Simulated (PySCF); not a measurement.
The multiplicity is imposed and other spin states were not computed.

Cartesian coordinates (Å):
```xyz
9

Zn    -0.0213     0.2031    -0.2925
N      1.7913     0.4128    -0.4175
H      2.2895     0.1681     0.4477
H      2.0740     1.3773    -0.6330
O     -1.7407    -0.2360    -0.4480
C     -2.7848     0.2879     0.3353
H     -2.6781     0.0665     1.4218
H     -3.7411    -0.1683     0.0069
H     -2.9031     1.3911     0.2365
```
Charge 0, multiplicity 1.

What dipole moment, total energy and HOMO does TPSSh-D3(BJ)/def2-TZVP // TPSS-D3(BJ)/def2-SVP run with PySCF give?


The dipole moment is 2.31 D and the total energy is -1950.5672 Ha. The HOMO is -6.40 eV.
